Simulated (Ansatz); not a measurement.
Born–Oppenheimer molecular dynamics of C₂H₅IO₂ (10 atoms, charge 0, multiplicity 1). It goes on from the last frame of an earlier run, with new velocities.

Theory: RKS CAM-B3LYP/def2-SVP (Ansatz 0.2.0).

```
ensemble        : NVT, Nosé–Hoover chain
time step       : 0.5 fs
steps asked     : 100
set temperature : 700 K
thermostat      : time constant 1 fs, chain length 1
seed            : 786706
```

First frame:

```xyz
10
Properties=species:S:1:pos:R:3
C -0.831 -0.725 0.149
C 0.192 0.357 -0.151
O 0.748 0.857 0.995
O 1.157 -0.183 -0.978
I -0.885 2.070 -1.072
H -1.595 -0.301 0.878
H -1.348 -1.057 -0.763
H -0.260 -1.549 0.549
H 1.258 0.157 1.409
H 1.652 0.477 -1.453
```

(1) How far do the bonds stretch over the last three quarters of this one trajectory? (Pairs bonded in most of those frames.)

Results:

(1) 
```json
{"bond": "C1–C2", "mean (Å)": "1.525", "spread (Å)": "0.076", "shortest": "1.40", "longest": "1.65"}
{"bond": "C1–H6", "mean (Å)": "1.103", "spread (Å)": "0.026", "shortest": "1.06", "longest": "1.15"}
{"bond": "C1–H7", "mean (Å)": "1.100", "spread (Å)": "0.009", "shortest": "1.08", "longest": "1.12"}
{"bond": "C1–H8", "mean (Å)": "1.112", "spread (Å)": "0.034", "shortest": "1.06", "longest": "1.17"}
{"bond": "C2–O3", "mean (Å)": "1.417", "spread (Å)": "0.070", "shortest": "1.29", "longest": "1.49"}
{"bond": "C2–O4", "mean (Å)": "1.378", "spread (Å)": "0.035", "shortest": "1.32", "longest": "1.43"}
{"bond": "C2–I5", "mean (Å)": "2.083", "spread (Å)": "0.059", "shortest": "1.99", "longest": "2.16"}
{"bond": "O3–H9", "mean (Å)": "0.971", "spread (Å)": "0.009", "shortest": "0.96", "longest": "0.99"}
{"bond": "O4–H10", "mean (Å)": "0.970", "spread (Å)": "0.010", "shortest": "0.95", "longest": "0.98"}
```

Mean temperature of the second half: 699 K. The conserved energy stayed within 0.35 meV per atom of its start (net change 0.13 meV per atom), so the integration is sound. A run of 0.05 ps of so small a system gives no equilibrium averages.

The run took 8.4 min on 2 threads of Arm Neoverse N1, on a shared host, peak memory 0.27 GiB.
